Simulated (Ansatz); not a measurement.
One change: `[NH2][InH2]` becomes `[NH2][GaH2]`.

Ansatz, PBE0-D4/def2-TZVP geometries, multiplicity 1. 

Elements past krypton have def2 core potentials. Scalar relativity is left out up to krypton.

| property | `[NH2][InH2]` |
| --- | --- |
| HOMO energy (PBE0/def2-TZVPP) / eV | -6.94 |
| HOMO–LUMO gap (B3LYP/def2-TZVPP) / eV | 5.37 |
| size of the dipole moment (ωB97M-V/def2-TZVPP) / D | 0.38 |
| size of the dipole moment (B3LYP/def2-TZVPP) / D | 0.50 |
| LUMO energy (PBE/def2-TZVPP) / eV | -1.78 |
| LUMO energy (PBE0/def2-TZVPP) / eV | -1.08 |

Question: What does the change do to each property? (Best estimate.)

Answer: Computed: 
| property | `[NH2][GaH2]` | shift |
| --- | --- | --- |
| HOMO energy (PBE0/def2-TZVPP) / eV | -7.40 | -0.46 |
| HOMO–LUMO gap (B3LYP/def2-TZVPP) / eV | 6.17 | 0.80 |
| size of the dipole moment (ωB97M-V/def2-TZVPP) / D | 0.93 | 0.55 |
| size of the dipole moment (B3LYP/def2-TZVPP) / D | 1.01 | 0.51 |
| LUMO energy (PBE/def2-TZVPP) / eV | -1.51 | 0.27 |
| LUMO energy (PBE0/def2-TZVPP) / eV | -0.73 | 0.35 |

With PBE0 the HOMO falls by 0.46 eV and the LUMO rises by 0.35 eV, so the gap widens by about 0.81 eV. PBE moves the HOMO by -0.43 eV and ωB97M-V by -0.48 eV. Dipoles are sizes alone; their direction can turn.

B3LYP here is the variant with VWN-RPA as its local correlation; programs differ in this.
